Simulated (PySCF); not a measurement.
# [Tm(H2O)3]2+ at several levels of theory

Computed with PySCF 2.14.0 (density fitting, no spin-orbit coupling) at the geometry relaxed with PBE0:

```xyz
10
[Tm(H2O)3]2+ (singlet in the valence; each metal's 4f electrons, 13 of them, lie in its core potential, out of spins and levels)
Tm    0.0000    0.0000    0.0000
O     2.4106    0.0000    0.0000
H     3.0113   -0.5920    0.4853
H     3.0113    0.5920   -0.4853
O    -1.2053    2.0876    0.0000
H    -0.9930    2.9038    0.4853
H    -2.0183    2.3119   -0.4853
O    -1.2053   -2.0876    0.0000
H    -2.0183   -2.3118    0.4853
H    -0.9930   -2.9038   -0.4853
```

```
 level                                              basis    state  HOMO (eV)  gap (eV)  charge on Tm1 (e)  population of f-type functions on Tm1 (polarisation alone where 4f lies in the core)  dipole about the centre of mass (D)  largest force component (eV/Å)
  PBE0  Tm lcecp-0-SVP with ECP59, O def2-SVP, H def2-SVP  singlet          –         –               1.38                                                                                  0.01                                 0.00                            0.00
  TPSS                                           the same  singlet          –         –               1.32                                                                                  0.01                                 0.00                            0.51
revPBE                                           the same  singlet          –         –               1.29                                                                                  0.01                                 0.00                            0.47
```

In the lcecp rows the 4f levels are missing from HOMO and gap, and the state counts the valence alone.

Charges are Mulliken's, which hang on the basis. The relaxation used the grid (50, 194), these runs (75, 302) or, all-electron (x2c bases, spin-free X2C Hamiltonian), (99, 590).

Question: What does PBE0 with Tm lcecp-0-TZVP with ECP59, O def2-TZVP, H def2-TZVP give here?

Answer: state singlet, charge on Tm1 (e) 1.68, population of f-type functions on Tm1 (polarisation alone where 4f lies in the core) 0.02, dipole about the centre of mass (D) 0.00, largest force component (eV/Å) 0.32. Time: 16 s on 2 threads of Intel(R) Xeon(R) Platinum 8488C (Sapphire Rapids), with other jobs on the host, from free ions and atoms.

A frequency check found unstable modes (3, the lowest at -19 cm⁻¹), so the relaxed geometry is a saddle point, or these are noise. An lcecp potential fixes the number of 4f electrons, so in runs with it no electron can move into or out of that shell.
